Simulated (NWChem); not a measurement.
C$_{2}$H$_{6}$O$_{2}$Si; SMILES COC(=O)[SiH3]

```xyz
11

C     -0.3691    -2.3022     0.0097
O     -0.7328    -0.9068    -0.0126
C      0.3017    -0.0334    -0.0132
O      1.4663    -0.3758    -0.0009
Si    -0.2508     1.8125     0.0023
H     -1.3118    -2.8493     0.0130
H      0.2140    -2.5307     0.9057
H      0.2223    -2.5566    -0.8738
H      0.5615     2.5234    -1.0137
H      0.0583     2.3458     1.3525
H     -1.6976     1.9674    -0.2869
```
Atoms are numbered in this order, from 1.

Computed with NWChem. All runs use the structure optimised with B3LYP/6-31G* (spherical d). Total energies of different functionals are on different scales.

```tsv
level	energy (Ha)	highest occupied level (eV)	orbital gap (eV)	dipole (D)
PBE/def2-SVP	-519.0747	-6.09	4.57	1.63
B3LYP/def2-SVP	-519.5108	-7.39	6.66	1.65
LDA (Slater exchange, VWN5)/def2-SVP	-516.5182	-6.27	4.53	1.65
TPSSh/def2-SVP	-519.5210	(withheld)	(withheld)	1.66
BLYP/def2-SVP	-519.4179	-5.92	4.59	1.62
CAM-B3LYP/def2-SVP	-519.3966	-9.06	9.79	1.65
```

Q: Fill in the missing entries.

A: 
- TPSSh/def2-SVP, highest occupied level (eV): -6.82
- TPSSh/def2-SVP, orbital gap (eV): 5.82
